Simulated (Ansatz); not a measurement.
Program: Ansatz. Geometries: PBE0-D4/def2-TZVP. ΔE: electronic, gas phase. CBS: MP2 limit from def2 TZ/QZ plus the TZ coupled-cluster correction, frozen cores. This one scheme is used for every species. Functionals use def2-TZVPP. B3LYP here is the variant with VWN-RPA as its local correlation; programs differ in this. One conformer a species, not always the lowest.

`c1ccc(Sc2ccccc2)cc1` + `O=CF` → `O=C(F)c1ccccc1` + `Sc1ccccc1`  (formal exchange of groups at a C–S bond)

`c1ccc(Sc2ccccc2)cc1`:

Cartesian coordinates in Å:
```
C -2.628 -2.583 0.658
C -1.406 -2.226 1.213
C -0.894 -0.954 1.024
C -1.595 -0.031 0.252
S -1.038 1.627 0.030
C 0.697 1.440 -0.226
C 1.548 2.371 0.360
C 2.913 2.312 0.122
C 3.439 1.312 -0.682
C 2.589 0.378 -1.259
C 1.223 0.445 -1.045
C -2.815 -0.391 -0.312
C -3.332 -1.660 -0.098
H -3.028 -3.578 0.815
H -0.851 -2.941 1.810
H 0.052 -0.673 1.471
H 1.137 3.136 1.009
H 3.568 3.043 0.581
H 4.507 1.259 -0.858
H 2.992 -0.404 -1.893
H 0.561 -0.276 -1.509
H -3.351 0.325 -0.925
H -4.285 -1.930 -0.540
```

`O=CF`:

Z-matrix (Å, degrees):
```
C
O 1 1.174
F 1 1.336 2 122.9
H 1 1.097 2 127.8 3 -180.0
```

`O=C(F)c1ccccc1`:

Z-matrix (Å, degrees):
```
C
F 1 1.349
C 1 1.471 2 112.3
O 1 1.183 2 119.9 3 180.0
C 3 1.393 1 117.8 2 -179.8
C 3 1.392 1 122.0 2 0.2
C 5 1.382 3 119.8 1 -180.0
H 5 1.083 3 118.8 1 0.0
C 6 1.385 3 119.6 1 180.0
H 6 1.082 3 119.8 1 -0.0
C 7 1.389 5 119.9 3 0.0
H 7 1.083 5 120.0 3 -180.0
H 9 1.083 6 119.9 3 -180.0
H 11 1.084 7 119.8 5 180.0
```

`Sc1ccccc1`:

Z-matrix (Å, degrees):
```
C
C 1 1.393
C 1 1.392 2 119.4
S 1 1.758 2 117.7 3 -180.0
C 2 1.385 1 120.1 3 -0.0
H 2 1.084 1 119.9 3 -180.0
C 3 1.385 1 120.0 2 0.0
H 3 1.084 1 120.1 2 -180.0
H 4 1.341 1 96.7 2 -179.7
C 5 1.387 2 120.5 1 -0.0
H 5 1.084 2 119.3 1 -180.0
H 7 1.084 3 119.3 1 180.0
H 10 1.083 5 120.4 2 -180.0
```

| level | ΔE (kJ/mol) |
| --- | --- |
| B3LYP-D4 | -37.0 |
| ωB97X-V | -41.5 |
| ωB97M-V | -40.7 |
| PBE | -43.9 |
| HF/def2-TZVPP | -58.2 |
| SCS-MP2/def2-TZVPP | -28.3 |
| CCSD(T)/def2-TZVPP | -35.5 |
| MP2/def2-QZVPP | -22.2 |

**Question.** What does CCSD(T)/CBS give? (Best estimate.)

**Answer.** Ansatz gave: -34.3 kJ/mol. The listed levels differ from it by -2.7, -7.2, -6.4, -9.6, -23.9, 6.0, -1.2, 12.1 kJ/mol.

Largest T1 diagnostic among the species: 0.016.

In def2-TZVPP, CCSD(T) changes the Hartree–Fock value by +22.7 kJ/mol (the triples alone add +4.8 kJ/mol) and MP2 by +35.1 kJ/mol. The D4 term adds +13.6 kJ/mol with B3LYP and +8.6 kJ/mol with PBE0; it sums over pairs of atoms, weighted by their polarisabilities, and B3LYP, whose exchange is more repulsive, gets the larger term.
